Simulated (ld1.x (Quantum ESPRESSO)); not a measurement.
## An all-electron radial function and its pseudo partner (mercury (Hg))

Columns: radius, all-electron u(r) and pseudo u(r) of the 6s shell (level -6.82 eV) of mercury in the configuration [Xe] 4f14 5d10 6s2 6p0; PBE, scalar-relativistic, TM semilocal scheme, ld1.x (Quantum ESPRESSO) 7.5.

```tsv
r (bohr)	all-electron	pseudo
0.163	0.1095	-0.0211
0.325	-0.2065	-0.0440
0.488	0.0694	-0.0714
0.650	0.3016	-0.1053
0.813	0.2916	-0.1493
0.975	0.1308	-0.2057
1.138	-0.0775	-0.2776
1.300	-0.2712	-0.3634
1.463	-0.4286	-0.4580
1.625	-0.5429	-0.5480
1.788	-0.6197	-0.6199
1.950	-0.6644	-0.6644
2.113	-0.6844	-0.6844
2.275	-0.6856	-0.6856
2.438	-0.6730	-0.6730
2.600	-0.6507	-0.6507
2.763	-0.6215	-0.6215
2.925	-0.5882	-0.5882
3.088	-0.5523	-0.5523
3.250	-0.5156	-0.5156
3.413	-0.4787	-0.4787
3.575	-0.4428	-0.4428
3.738	-0.4079	-0.4079
3.900	-0.3748	-0.3748
4.063	-0.3433	-0.3433
4.225	-0.3140	-0.3140
```

(1) How many radial nodes do the two functions have?

(2) At about which radius was the pseudo-wave matched?

(3) Where does each function peak?

(4) Is the pseudo-wave norm-conserving?

## Answers

(1) The all-electron 6s function has n − l − 1 = 5 (the table is too coarse to show those close to the nucleus); the pseudo-wave has 0, since the states of the same l below it are removed with the core.

(2) 1.95 bohr, where the columns begin to agree (steps of 0.16 bohr).

(3) Outermost all-electron maximum near 2.27 bohr, pseudo maximum near 2.27 bohr (to the table’s step).

(4) Yes: the TM semilocal scheme keeps the norm inside the radius equal to the all-electron one, which fixes the energy derivative of the logarithmic derivative at the level.
